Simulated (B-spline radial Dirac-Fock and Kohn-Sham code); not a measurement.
# Dipole and non-dipole photoemission parameters of Dy³⁺ 4d3/2

System: the Dy³⁺ ion in the configuration [Xe] 4f9; threshold 202.3 eV (orbital energy of the model). Model: Dirac-Hartree-Slater photoionisation with a Latter tail; cross sections with all multipoles, angular parameters from the dipole term and its interference with E2. Program: a radial B-spline solver.

For linearly polarised light dσ/dΩ = σ/(4π) [1 + β P₂(cos θ) + (δ + γ cos²θ) sin θ cos φ], with θ from the polarisation vector and φ the angle between the beam and the projection of the electron momentum on the plane normal to the polarisation.

```tsv
hν (eV)	σ (kb)	β	γ	δ
214	230	0.603	0.096	-0.013
250	140	-0.388	-0.278	0.100
270	154	-0.929	-0.372	0.157
275	160	-0.975	-0.366	0.164
301	195	-0.906	-0.261	0.166
402	288	-0.020	0.094	0.087
743	?	?	?	?
895	163	1.098	-0.014	0.003
948	149	1.135	-0.026	0.003
1150	107	1.234	-0.042	0.009
2000	33.3	1.366	0.118	0.032
2490	19.4	1.369	0.257	0.043
3670	6.90	1.324	0.579	0.069
4690	3.41	1.269	0.816	0.091
5414.7	2.22	1.229	0.962	0.106
6000	1.62	1.198	1.069	0.119
6760	1.11	1.159	1.195	0.136
6950	1.02	1.150	1.224	0.140
7830	0.693	1.107	1.350	0.160
8047.8	0.633	1.097	1.379	0.165
12000	0.164	0.942	1.782	0.254
13600	0.106	0.891	1.901	0.289
```

Problem. Give the values at 743 eV.

Solution. σ = 210 kb, β = 0.952, γ = 0.039, δ = 0.003.

Values without a named source are computed, but for edge energies of neutral atoms, which are taken from tables.
